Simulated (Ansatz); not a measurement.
ZnO₂⁻, relaxed as a doublet with UKS PBE0-D4/def2-TZVPD in Ansatz, starting from the GFN1-xTB geometry. Force threshold 0.02 eV/Å.

The relaxation made no stability test and no search for a lower SCF solution. The structure comes from a short search, and lower isomers may exist.

Start:

```xyz
3

Zn    0.000    0.000    0.000
O     1.505   -0.555   -0.649
O    -1.505    0.555    0.649
```

| step | energy (eV) | largest force component (eV/Å) | SCF passes |
| --- | --- | --- | --- |
| 1 | -52503.2703 | 0.178 | 19 |
| 2 | -52503.2717 | 0.098 | 30 |
| 3 | -52503.2724 | 0.002 | 30 |

Force components are those of the run's own axes.

End:

Cartesian coordinates in Å:
```
Zn 0.000 0.000 0.000
O 1.513 -0.558 -0.653
O -1.513 0.558 0.653
```

By distances, no bond broke or formed. The bond that changes most is Zn1–O2, from 1.73 to 1.74 Å (atoms count from 1).

No frequencies were taken in this run, so the end may be a saddle point.

Run time 3.8 s (4 threads of Arm Neoverse V2 on a shared host).
